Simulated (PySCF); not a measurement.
[Sc(OH)3], neutral singlet in the gas phase. 

Z-matrix (Å, degrees):
```
Sc
O 1 1.8817
H 2 0.9702 1 144.58
O 1 1.8824 2 119.85 3 0.09
H 4 0.9703 1 143.66 2 -179.85
O 1 1.8826 2 120.22 3 -179.22
H 6 0.9704 1 143.96 2 1.79
```
Charge 0, spin multiplicity 1.

All levels are single points at this geometry (BP86-D3(BJ)/def2-SVP); Pople sets use spherical d functions. Orbital energies aren't observables, and empty levels follow the basis.

SVWN5/6-31G* (LANL2DZ on Sc) in PySCF gives HOMO (eV) = -6.61.

Q: Estimate the HOMO (eV) from each of these levels: B3LYP-D3(BJ)/def2-TZVP in PySCF; TPSSh-D3(BJ)/def2-TZVP in PySCF; B3LYP/6-31G* (LANL2DZ on Sc) in PySCF; BP86/6-31G* (LANL2DZ on Sc) in PySCF; M06-2X/6-31G* (LANL2DZ on Sc) in PySCF; PBE/6-31G* (LANL2DZ on Sc) in PySCF; HF/6-31G* (LANL2DZ on Sc) in PySCF; HF/STO-3G in PySCF.

A: 
```
level                                   HOMO (eV)
--------------------------------------  ---------
B3LYP-D3(BJ)/def2-TZVP in PySCF             -8.13
TPSSh-D3(BJ)/def2-TZVP in PySCF             -7.46
B3LYP/6-31G* (LANL2DZ on Sc) in PySCF       -7.86
BP86/6-31G* (LANL2DZ on Sc) in PySCF        -6.55
M06-2X/6-31G* (LANL2DZ on Sc) in PySCF      -9.84
PBE/6-31G* (LANL2DZ on Sc) in PySCF         -6.44
HF/6-31G* (LANL2DZ on Sc) in PySCF         -12.54
HF/STO-3G in PySCF                          -9.31
```
